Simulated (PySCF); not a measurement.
Structure with atom numbers: `[Cl:1][CH2:2][SiH:3]1[CH:4]=[CH:5][SiH2:6][CH:7]=[CH:8]1`. Each H is labelled by its parent atom. Ha(Si6) is cis to C2 on the ring; Hb(Si6) is trans to C2 on the ring.

Geometry: PBE0-D3(BJ)/def2-SVP; GIAO shifts from PySCF, gas phase, non-relativistic, averaged over equivalent atoms.

At B97-2/pcSseg-1 (202 basis functions, 53 s wall time on 1 thread of an Arm Neoverse N1, shared host):
```tsv
atoms	δ (ppm)
Cl1	8.3
C5/C7	155.6
C4/C8	148.9
C2	34.0
Si3	-50.0
Si6	-69.0
H(C5)/H(C7)	7.38
H(C4)/H(C8)	7.09
H(Si3)	4.56
Ha(Si6)	4.50
Hb(Si6)	4.42
H(C2)	2.86
```

Shifts are taken against calculated references (same method and geometry level): ³⁵Cl (σref 937.79) vs HCl; TMS for ¹³C (σref 183.69) and ²⁹Si (σref 357.41) and ¹H (σref 31.38).

What do these become at PBE0/pcSseg-1?

Results:


```
      atoms  δ at PBE0/pcSseg-1  change
        Cl1                 9.0    +0.7
      C5/C7               160.0    +4.4
      C4/C8               152.9    +4.0
         C2                33.7    -0.3
        Si3               -51.2    -1.2
        Si6               -70.6    -1.6
H(C5)/H(C7)                7.48   +0.10
H(C4)/H(C8)                7.19   +0.10
     H(Si3)                4.67   +0.11
    Ha(Si6)                4.59   +0.09
    Hb(Si6)                4.52   +0.10
      H(C2)                2.85   -0.01
```

Shifts are taken against calculated references (same method and geometry level): ³⁵Cl (σref 943.27) against HCl; ¹³C (σref 184.41) and ²⁹Si (σref 351.99) and ¹H (σref 31.27) vs TMS.

The largest change is at C5/C7 (alkene CH). Cost: 202 basis functions, 79 s wall time on 1 thread of an Arm Neoverse N1, shared host. The order of the carbon signals is the same at both levels.

Carbons that carry Cl, above all several Cl atoms, come out too deshielded, partly because spin–orbit coupling is missing.
